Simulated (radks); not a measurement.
The barium ion Ba2+, configuration [Xe].

All-electron calculation, Dirac Kohn-Sham, AM05, spin-unpolarised, spherical densities, finite nucleus; Fermi nuclear charge, rms radius 4.8378 fm. Program: a radial shooting solver on a logarithmic mesh with Libxc functionals.

Energy parts (eV):
| part | energy |
|---|---|
| total | -221294.61 |
| kinetic | 236166.18 |
| electron-nucleus | -537659.21 |
| Hartree | 85418.95 |
| exchange-correlation | -5220.52 |

Orbitals (lengths in bohr, moments of r in powers of bohr; r(max) is where P^2 peaks):
orbital  occ.  eigenvalue (eV)   r(max)  small-component weight
1s1/2       2        -37201.81  0.01644                4.27e-02
2s1/2       2        -5889.624  0.09310                9.22e-03
2p1/2       2        -5550.387  0.07109                9.26e-03
2p3/2       4        -5169.251  0.07617                8.74e-03
3s1/2       2        -1252.701   0.2668                2.79e-03
3p1/2       2        -1110.157   0.2533                2.73e-03
3p3/2       4        -1036.498   0.2644                2.59e-03
3d3/2       4        -785.8362   0.2132                2.47e-03
3d5/2       6        -770.1166   0.2163                2.43e-03
4s1/2       2        -255.5399   0.6254                8.43e-04
4p1/2       2        -203.7104   0.6373                7.79e-04
4p3/2       4        -188.2685   0.6618                7.33e-04
4d3/2       4        -103.5214   0.6910                5.91e-04
4d5/2       6        -100.8968   0.6992                5.79e-04
5s1/2       2         -45.9683    1.470                1.79e-04
5p1/2       2         -32.3857    1.620                1.41e-04
5p3/2       4         -30.2348    1.689                1.31e-04
6s1/2       0         -12.1272    3.593                3.67e-05
4f5/2       0         -10.5026   0.8218                2.29e-04
4f7/2       0         -10.3214   0.8282                2.25e-04

The highest occupied level is 5p3/2 at -30.235 eV. The electron density at the nucleus is 3.218e+05 e/bohr^3. Summed over all electrons, <r^2> = 43.90 bohr^2, which gives a Langevin (diamagnetic) susceptibility term of -34.8 x 10^-6 cm^3/mol. For comparison, the ionisation energy in NIST's Atomic Spectra Database is 35.844 eV (measured). In exact Kohn-Sham theory the highest level is minus the ionisation energy, but local and semilocal functionals leave it too shallow, through self-interaction and a potential that decays too fast; potentials with the right tail come closer. The density falls to 0.001 e/bohr^3 at r = 3.73 bohr.
